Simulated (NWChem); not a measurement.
System: GeH3F; SMILES [F][GeH3]

```xyz
5

Ge     0.0000     0.0000    -0.2775
F      0.0000     0.0000     1.4664
H     -0.4332    -1.4064    -0.7170
H      1.4345     0.3281    -0.7170
H     -1.0014     1.0783    -0.7170
```
Atoms are numbered in this order, from 1.

Structure relaxed at the PBE0/def2-SVP level.

**Question.** List the 4 lowest vertical singlet excitations from PBE0/aug-cc-pVDZ, full TDDFT (NWChem).

**Answer.** 
```csv
state,energy (eV),oscillator strength,leading excitation (squared amplitude)
S1,7.59,0.000,HOMO → LUMO (0.74)
S2,7.59,0.000,HOMO−1 → LUMO (0.74)
S3,8.45,0.134,HOMO → LUMO+1 (0.56)
S4,8.45,0.134,HOMO−1 → LUMO+1 (0.56)
```
